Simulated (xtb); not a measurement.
InH2Cl, SMILES [InH2][Cl]. All values are semi-empirical tight-binding results from xtb (GFN2-xTB unless named), good for trends rather than for accurate numbers. Coordinates come from a GFN2-xTB optimisation.

Optimised geometry:

```xyz
4

In     0.0000     0.0000    -0.5440
H      0.0000    -1.4785    -1.4089
H      0.0000     1.4785    -1.4089
Cl     0.0000     0.0000     1.7336
```

For metal compounds this method's bond lengths and energies can be far off.

```yaml
point_group_as_xtb_finds_it: C2v
orbital_gap: 4.43 eV
zero_point_energy: 6.8 kcal/mol
G − E(el) at 298.15 K (modified RRHO): -9.9 kcal/mol
```

Question: Give the atomic charges and the Wiberg bond orders between heavy atoms. (Estimate from the structure and the level; the computed values follow.)

Answer: charges (e) In1 0.20, H2 -0.03, H3 -0.03, Cl4 -0.15. Bond orders In1–Cl4 1.20.
